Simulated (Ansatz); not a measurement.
Ansatz (a first-principles code) input (CCSD(T)/aug-cc-pVDZ):

Ansatz 0.2 input:
```yaml
crystal:
  periodic: [false, false, false]
  atoms:
    - {symbol: B, position_ang: [-0.80130280, 0.03717200, -0.01324711]}
    - {symbol: N, position_ang: [0.63022564, -0.02923583, 0.01041887]}
    - {symbol: H, position_ang: [-1.44493786, -0.80676648, 0.54991677]}
    - {symbol: H, position_ang: [-1.34513778, 0.93619658, -0.59604221]}
    - {symbol: H, position_ang: [1.20992710, 0.53957348, 0.63517377]}
    - {symbol: H, position_ang: [1.17508306, -0.65021282, -0.59574486]}
basis:
  gaussian:
    orbitals: aug-cc-pVDZ
total_charge: 1
magnetization: {spin_polarized: true, initial_magnetization: 1}
correlation: {method: ccsd_t, electrons: outside_noble_gas}
output: {forces: true}
```

End of the output:

```
integrals: 0.12 GiB planned
792 factors; integrals over basis functions are off by at most 5.9e-4 eV
mean field: 0.16 GiB planned
mean field evaluation 1: about -2200.5201 eV, gradient 3.9e1 eV
mean field evaluation 2: about -2200.5189 eV, gradient 3.9e1 eV
mean field evaluation 4: about -2207.9192 eV, gradient 4.3e0 eV
mean field evaluation 8: about -2208.6366 eV, gradient 2.1e-1 eV
mean field evaluation 16: about -2207.9210 eV, gradient 4.3e0 eV
mean field evaluation 32: about -2208.6374 eV, gradient 1.2e-1 eV
mean field evaluation 64: about -2203.0387 eV, gradient 4.4e-1 eV
mean field evaluation 96: about -2202.8161 eV, gradient 2.0e-4 eV
mean field -2208.63751270 eV, -81.1659315236 hartree, gradient 3.3e-6 eV, S^2 0.765757; 1 other end points of the search recorded, 0 dependent functions left out
2 core orbitals not correlated
reference -2208.63751270 eV, -81.1659315236 hartree; 6, 5 occupied and 74, 75 virtual orbitals, 792 factors
densities: 0.68 GiB planned
second order -6.06463969 eV of doubles, -0.00000000 eV of singles
coupled cluster: 0.44 GiB planned
cycle   1  -6.72811206 eV  change   -6.6e-1 eV  update   6.7e-2
cycle   2  -7.00275818 eV  change   -2.7e-1 eV  update   2.7e-2
cycle   3  -7.04636393 eV  change   -4.4e-2 eV  update   1.8e-2
cycle   4  -7.05674938 eV  change   -1.0e-2 eV  update   1.2e-2
cycle   5  -7.06126456 eV  change   -4.5e-3 eV  update   4.2e-3
cycle   6  -7.06132301 eV  change   -5.8e-5 eV  update   1.1e-3
cycle   7  -7.06137339 eV  change   -5.0e-5 eV  update   4.6e-4
cycle   8  -7.06134676 eV  change    2.7e-5 eV  update   1.8e-4
cycle   9  -7.06131790 eV  change    2.9e-5 eV  update   9.2e-5
cycle  10  -7.06135076 eV  change   -3.3e-5 eV  update   4.5e-5
cycle  11  -7.06136090 eV  change   -1.0e-5 eV  update   2.1e-5
cycle  12  -7.06135432 eV  change    6.6e-6 eV  update   8.1e-6
cycle  13  -7.06135075 eV  change    3.6e-6 eV  update   2.8e-6
cycle  14  -7.06134979 eV  change    9.6e-7 eV  update   9.6e-7
perturbative correction -0.16889619 eV, -0.0062068205 hartree
the calculation of the forces begins
Total energy: -2215.86775868 eV, -81.4316381624 hartree
Atom 0 at    -0.801303     0.037172    -0.013247 Å, force    -1.239458     0.057498    -0.020491 eV/Å
Atom 1 at     0.630226    -0.029236     0.010419 Å, force     0.906657    -0.042059     0.014989 eV/Å
Atom 2 at    -1.444938    -0.806766     0.549917 Å, force    -0.008251    -0.216387     0.147100 eV/Å
Atom 3 at    -1.345138     0.936197    -0.596042 Å, force     0.016668     0.215996    -0.146961 eV/Å
Atom 4 at     1.209927     0.539573     0.635174 Å, force     0.167763     0.186748     0.210832 eV/Å
Atom 5 at     1.175083    -0.650213    -0.595745 Å, force     0.156621    -0.201796    -0.205470 eV/Å
Dipole moment:     0.320647    -0.014875     0.005301 e Å
```
